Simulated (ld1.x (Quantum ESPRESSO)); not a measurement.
## How hard is this caesium TM potential?

ld1.x (Quantum ESPRESSO) 7.5 input, shortened:

```
&input
   title='Cs', zed=55., rel=1, dft='PBE', iswitch=3,
   config='[Xe] 5d0.5 6s0.5 6p0'
 /
 &inputp
   pseudotype=2, tm=.true., lloc=0,
   nlcc=.true., new_core_ps=.true., rcore=1.50
 /
3
5P  2  1   6.00   0.00  3.00  3.00  0.0
5D  3  2   0.50   0.00  4.20  4.20  0.0
6S  1  0   0.50   0.00  3.55  3.55  0.0
 &test
   configts(1)='5p6 5d0.5 6s0.5 6p0'
 /
```

The pseudo-atom Hamiltonian at the reference potential is diagonalised in spherical Bessel functions j_l(qr) that vanish at 20 bohr, with q² up to the cutoff. All-electron valence levels (Ry): 5p -0.9977, 6p -0.0610, 5d -0.0344, 6s -0.1574.

Question: How do the lowest levels (Ry) of each channel move with the cutoff, and are there ghosts?

Answer:

```json
{"cutoff (Ry)": "8", "p #1": "-0.9964", "p #2": "-0.0534", "d #1": "-0.0335", "d #2": "0.0419", "s #1": "-0.1569", "s #2": "-0.0024", "f #1": "0.0624", "Σ f·Δε (mRy)": "8.1"}
{"cutoff (Ry)": "10", "p #1": "-0.9968", "p #2": "-0.0534", "d #1": "-0.0336", "d #2": "0.0418", "s #1": "-0.1571", "s #2": "-0.0025", "f #1": "0.0624", "Σ f·Δε (mRy)": "5.6"}
{"cutoff (Ry)": "12", "p #1": "-0.9970", "p #2": "-0.0534", "d #1": "-0.0336", "d #2": "0.0418", "s #1": "-0.1573", "s #2": "-0.0026", "f #1": "0.0624", "Σ f·Δε (mRy)": "4.2"}
{"cutoff (Ry)": "15", "p #1": "-0.9976", "p #2": "-0.0534", "d #1": "-0.0336", "d #2": "0.0418", "s #1": "-0.1573", "s #2": "-0.0026", "f #1": "0.0624", "Σ f·Δε (mRy)": "0.8"}
{"cutoff (Ry)": "18", "p #1": "-0.9977", "p #2": "-0.0534", "d #1": "-0.0336", "d #2": "0.0418", "s #1": "-0.1573", "s #2": "-0.0026", "f #1": "0.0624", "Σ f·Δε (mRy)": "0.1"}
{"cutoff (Ry)": "21", "p #1": "-0.9977", "p #2": "-0.0534", "d #1": "-0.0336", "d #2": "0.0418", "s #1": "-0.1573", "s #2": "-0.0026", "f #1": "0.0624", "Σ f·Δε (mRy)": "0.1"}
{"cutoff (Ry)": "400", "p #1": "-0.9977", "p #2": "-0.0534", "d #1": "-0.0336", "d #2": "0.0418", "s #1": "-0.1573", "s #2": "-0.0026", "f #1": "0.0624", "Σ f·Δε (mRy)": "0.0"}
```

Result: no extra level below or beside the all-electron valence levels (p, d, s, f tested); 10 mRy is reached at 8 Ry and 1 mRy at 15 Ry.
